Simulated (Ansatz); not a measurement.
Cost and result for the atomization energy of BrH₂InOS, SMILES `[OH][In]([SH])[Br]` (6 atoms, 5 bonds).

Cartesian coordinates in Å:
```
O 1.4604 1.4147 -0.4208
In 0.0266 0.2359 0.2345
S -0.7133 -1.6851 -0.9345
Br -0.9724 0.8798 2.3733
H 1.8248 1.1274 -1.2622
H -1.6260 -1.9726 0.0097
```

Total charge 0; spin multiplicity 1. Correlated methods include outer-core shells of Br, In, which these sets cover unevenly. Scalar relativity is left out up to krypton. In takes the def2 core potential. The geometry is a stationary point of PBE0-D4/def2-TZVP. It is one conformer, not always the lowest. Program: Ansatz. Hardware: A = 2 threads of an AMD EPYC 7R13 on a shared host; B = 2 threads of an AMD EPYC 7R13 on a shared host and a share of an NVIDIA H100 80 GB. Times are those of one run each, without the atoms' runs, and a repeat can differ threefold. Electronic energies, without spin–orbit coupling; frozen cores. CCSD(T)/CBS adds CCSD(T) − MP2 in def2-TZVPP to the MP2 limit, and its time is that of the two runs behind it. T1 = 0.013. With those shells the extrapolation isn't a true limit. B3LYP takes the VWN-RPA correlation (the form of Gaussian; ORCA's B3LYP/G).

CCSD(T)/CBS is a level of theory with its own doubt, some kJ/mol a heavy atom from the limit and from the frozen cores, so smaller differences don't rank the functionals.

```
                                 level  functions  wall time  atomization (kcal/mol)  difference from CCSD(T)/CBS  per bond
                CCSD(T)/def2-TZVPP [B]        199      2.6 s                   393.1                        -18.2      -3.7
   PBE-D4/def2-TZVPP (with forces) [A]        199      3.3 s                   410.9                         -0.4      -0.1
                PBE0-D4/def2-TZVPP [A]        199      5.5 s                   400.0                        -11.3      -2.3
r2SCAN-D4/def2-TZVPP (with forces) [A]        199      6.5 s                   407.6                         -3.7      -0.8
                 B2PLYP/def2-TZVPP [A]        199      7.5 s                   394.2                        -17.1      -3.4
 B3LYP-D4/def2-TZVPP (with forces) [A]        199        8 s                   395.1                        -16.2      -3.3
                CCSD(T)/def2-QZVPP [B]        358       12 s                   404.8                         -6.5      -1.3
                ωB97X-V/def2-TZVPP [A]        199       12 s                   407.3                         -4.0      -0.8
                     CCSD(T)/CBS(def2)          –       14 s                   411.3                          0.0       0.0
  ωB97M-V/def2-TZVPP (with forces) [A]        199       16 s                   405.0                         -6.3      -1.3
```

From PBE to PBE0 (25 % exact exchange), in def2-TZVPP and without D4, the atomization energy moves by −10.4 kcal/mol: exact exchange takes away binding that semilocal exchange gives to molecules. In def2-TZVPP, CCSD(T) changes the Hartree–Fock value by +126.3 kcal/mol (the triples alone add +10.3 kcal/mol) and MP2 by +138.1 kcal/mol; breaking electron pairs costs correlation energy, which Hartree–Fock lacks. The D4 term adds +5.8 kcal/mol with B3LYP and +3.1 kcal/mol with PBE0; it sums over pairs of atoms, weighted by their polarisabilities, and B3LYP, whose exchange is more repulsive, gets the larger term.

Spin–orbit coupling would lower the free In atoms strongly, and the atomization energy with them, by more than many differences here.
